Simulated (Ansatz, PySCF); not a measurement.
Molecule: MgI, net charge 0, doublet state. SMILES: [Mg][I]
Geometry: optimised at B3LYP-D3(BJ)/def2-TZVP (Ansatz, a program for electronic structure).

Quantity: vertical ionisation energy (to the singlet state of charge +1; each state is the SCF solution reached for its spin), in eV. Correlated levels leave the core frozen unless marked. UHF or UKS for open shells. Spin-orbit coupling is left out. Frozen are the shells of the preceding noble gas and the d and f shells that filled before the atom's block. Past Kr the def2 sets carry scalar-relativistic core potentials. Basis-set limits of correlation are two-point, X^-3; Hartree-Fock from the larger set.

```tsv
level	program	vertical ionisation energy (eV)
PBE/def2-TZVPD	Ansatz	7.54
PBE0/def2-TZVPD	Ansatz	7.63
wB97X-V/def2-TZVPD	Ansatz	7.57
CCSD/CBS(def2-TZVPPD,def2-QZVPPD)	Ansatz	7.49
CCSD(T)/def2-SVPD	Ansatz	7.43
CCSD(T)/CBS(def2-TZVPPD,def2-QZVPPD)	Ansatz	7.49
```

For comparison, minus the highest occupied orbital energy (PySCF): 4.98 eV at BP86/def2-TZVPD, 4.93 eV at TPSS/def2-TZVPD, 6.77 eV at CAM-B3LYP/def2-TZVPD.
